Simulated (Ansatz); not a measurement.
`[CH3][Nb](=[O])([F])[F]` + HCl → `[CH3][Nb](=[O])([F])[Cl]` + H–F at 400 K and 1 bar (ligand exchange at the Nb–F bond).

Program: Ansatz. Geometries: PBE0-D4/def2-TZVP. ΔE: electronic, gas phase. CCSD(T)/CBS adds triple-zeta CCSD(T) − MP2 to the extrapolated MP2 energy (def2 sets, frozen cores). This one scheme is used for every species. def2 core potentials past Kr. For Nb outer-core shells are correlated without core-valence functions, which leaves a few kJ/mol of doubt a bond.

| species | CCSD(T)/CBS energy (Eh) | H − E (kJ/mol) | S (J/(mol·K)) |
| --- | --- | --- | --- |
| `[CH3][Nb](=[O])([F])[F]` | -371.72018 | 143.8 | 386.6 |
| HCl | -460.38127 | 29.6 | 195.4 |
| `[CH3][Nb](=[O])([F])[Cl]` | -731.70527 | 142.6 | 399.0 |
| H–F | -100.39570 | 36.5 | 182.2 |

H − E and S are ideal-gas, rigid-rotor, harmonic terms from PBE0-D4/def2-TZVP, for one conformer and one mirror image of each species. 1 Eh = 2625.50 kJ/mol, R = 8.31446 J/(mol·K).

Q: By hand: ΔE, ΔH, ΔS and ΔG.

A: ΔE = (-731.70527) + (-100.39570) − (-371.72018) − (-460.38127) = 0.00048 Eh = 1.3 kJ/mol. Δ(H − E) = 142.6 + 36.5 − 143.8 − 29.6 = 5.7, so ΔH = 7.0 kJ/mol. ΔS = 399.0 + 182.2 − 386.6 − 195.4 = -0.8 J/(mol·K). ΔG = 7.0 − 400 × (-0.8)/1000 = 7.3 kJ/mol.

Q: By hand: the equilibrium constant, and the temperature at which ΔG would vanish if ΔH and ΔS stayed fixed.

A: log₁₀ K = −ΔG/(RT ln 10) = -1.0. ΔH and −TΔS have one sign here, so there is no such temperature. One of them is within its doubt of zero, so this could turn.

The number of gas molecules stays the same, so ΔS is small and ΔH decides. A doubt of 5 kJ/mol in ΔE shifts log₁₀ K by 0.7 here. Other conformers and mirror images would add mixing entropy, several J/(mol·K) or more a flexible species. These are equilibria of isolated gas molecules and say nothing of rates. Largest T1 diagnostic: 0.022 (customary marks: 0.02 for closed shells, 0.045 for open ones).
